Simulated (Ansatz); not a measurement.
Consider the redistribution: `[Cl][GeH2][SeH]` + `FC(F)(F)O[SiH3]` → `FC(F)(F)[O][GeH2][Cl]` + `[SiH3][SeH]`.

Gas-phase electronic energies from Ansatz, PBE0-D4/def2-TZVP geometries. CBS: MP2 limit from def2 TZ/QZ plus the TZ coupled-cluster correction, frozen cores. DFT in def2-TZVPP. B3LYP here is the variant with VWN-RPA as its local correlation; programs differ in this. For Ge, Se outer-core shells are correlated without core-valence functions, which leaves a few kJ/mol of doubt a bond. Scalar relativity is left out up to krypton. Each species was taken in one conformer, which may not be the lowest.

Is it downhill or uphill in electronic energy at CCSD(T)/CBS, and by how much? (Best estimate.)

The calculation gave: Uphill: ΔE = +43.8 kJ/mol.

What do these levels give: PBE-D4, PBE0-D4, ωB97X-V, ωB97M-V, r2SCAN, B3LYP, MP2/def2-TZVPP, CCSD/def2-TZVPP, CCSD(T)/def2-TZVPP, HF/def2-QZVPP, MP2/CBS(def2), CCSD/CBS(def2)? (An estimate is asked.)

Ansatz gave: PBE-D4 38.4, PBE0-D4 41.5, ωB97X-V 40.8, ωB97M-V 43.2, r2SCAN 41.8, B3LYP 47.8, MP2/def2-TZVPP 44.1, CCSD/def2-TZVPP 44.1, CCSD(T)/def2-TZVPP 42.2, HF/def2-QZVPP 51.8, MP2/CBS(def2) 45.7, CCSD/CBS(def2) 45.7 kJ/mol.

Largest T1 diagnostic among the species: 0.012.

In def2-TZVPP, CCSD(T) changes the Hartree–Fock value by −9.2 kJ/mol (the triples alone add −1.9 kJ/mol) and MP2 by −7.3 kJ/mol.
